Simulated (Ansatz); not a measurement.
The inner images of a band of BH3O2Si (7 atoms, charge 0, multiplicity 1) are given out of order.

The calculation used Ansatz, RKS PBE0/def2-SVP.

First end point:

```xyz
7
Properties=species:S:1:pos:R:3
B -0.909 1.066 -0.023
Si 0.534 -0.261 0.332
O 1.556 -0.186 1.471
O 0.433 -1.442 -0.806
H -0.702 2.028 -0.719
H -1.990 0.954 0.499
H 1.078 -2.159 -0.755
```

Last end point:

```xyz
7
Properties=species:S:1:pos:R:3
B -0.828 0.933 -0.054
Si 0.665 -0.283 0.454
O 1.527 0.066 1.668
O 0.888 -1.614 -0.480
H -0.637 1.867 -0.792
H -1.922 0.802 0.436
H 0.307 -1.770 -1.232
```

Task: Put them in order from the first end to the last, with their energies above the first end.
A.
```xyz
7
Properties=species:S:1:pos:R:3
B -0.837 0.952 -0.048
Si 0.689 -0.244 0.405
O 1.575 0.082 1.609
O 0.942 -1.530 -0.581
H -0.636 1.987 -0.635
H -1.963 0.711 0.312
H 0.230 -1.958 -1.063
```
B.
```xyz
7
Properties=species:S:1:pos:R:3
B -0.850 1.009 -0.030
Si 0.683 -0.182 0.377
O 1.624 -0.057 1.578
O 0.718 -1.287 -0.839
H -0.718 2.024 -0.665
H -1.953 0.711 0.359
H 0.496 -2.219 -0.780
```
C.
```xyz
7
Properties=species:S:1:pos:R:3
B -0.854 1.039 -0.037
Si 0.659 -0.180 0.373
O 1.624 -0.129 1.559
O 0.549 -1.286 -0.838
H -0.732 2.045 -0.686
H -1.948 0.741 0.375
H 0.701 -2.231 -0.746
```
D.
```xyz
7
Properties=species:S:1:pos:R:3
B -0.876 1.062 -0.036
Si 0.606 -0.207 0.360
O 1.618 -0.178 1.509
O 0.437 -1.357 -0.802
H -0.727 2.058 -0.697
H -1.970 0.816 0.408
H 0.912 -2.193 -0.742
```
E.
```xyz
7
Properties=species:S:1:pos:R:3
B -0.847 0.985 -0.032
Si 0.689 -0.206 0.383
O 1.596 -0.002 1.598
O 0.880 -1.358 -0.773
H -0.680 2.013 -0.639
H -1.965 0.708 0.328
H 0.328 -2.140 -0.864
```

Result: D (+0.022 eV), C (+0.107 eV), B (+0.226 eV), E (+0.277 eV), A (+0.218 eV).

Run time: 100 s on 1 thread of Arm Neoverse V1, on a shared host, peak memory 0.16 GiB.
